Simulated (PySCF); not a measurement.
SnOBr2, SMILES [O]=[Sn]([Br])[Br].

Coordinates come from a B3LYP-D3(BJ)/def2-SVP optimisation. The def2 effective core potentials stand for the cores of Sn; spin–orbit coupling is left out.

Computed with M06-2X/def2-TZVP (PySCF).

Symmetry labels are those of the subgroup C2v that the program uses (full group C2v).

Task: List the valence orbital energies around the gap with their symmetry. (The exact figures need the calculation; the answer reports its results.)

Result: 
```
orbital  symmetry  energy (eV)
-------  --------  -----------
HOMO−7         B2       -12.14
HOMO−6         A1       -11.54
HOMO−5         B1       -11.24
HOMO−4         A2       -10.65
HOMO−3         A1       -10.55
HOMO−2         B2       -10.43
HOMO−1         B1        -9.99
HOMO           B2        -9.94
LUMO           A1        -2.96
LUMO+1         B1        -2.08
LUMO+2         B2         0.74
LUMO+3         A1         1.37
```
